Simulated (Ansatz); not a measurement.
Two isomers of CH6BFSSi: A = `C[SiH](F)BS`, B = `FC[SiH2]BS`.

Computed with Ansatz on PBE0-D4/def2-TZVP structures; ΔE is electronic, products minus reactants. CBS: MP2 limit from def2 TZ/QZ plus the TZ coupled-cluster correction, frozen cores. DFT in def2-TZVPP. B3LYP here is the variant with VWN-RPA as its local correlation; programs differ in this. One conformer a species, not always the lowest.

(1) Which isomer does CCSD(T)/CBS put lower? Give the gap. (Estimate.)

(2) Give E(B) − E(A) in kcal/mol with ωB97M-V, PBE0-D4, CCSD/def2-TZVPP, B3LYP, r2SCAN-D4, MP2/def2-TZVPP, HF/def2-TZVPP. (Best estimate.)

Largest T1 diagnostic: 0.014.

## Answers

(1) The calculation gave: A, by 60.3 kcal/mol.

(2) Computed: ωB97M-V 58.8, PBE0-D4 57.3, CCSD/def2-TZVPP 59.6, B3LYP 57.6, r2SCAN-D4 59.0, MP2/def2-TZVPP 62.1, HF/def2-TZVPP 59.6. None reverses the order clearly.

From PBE to PBE0 (25 % exact exchange), in def2-TZVPP and without D4, E(B) − E(A) moves by +1.8 kcal/mol.
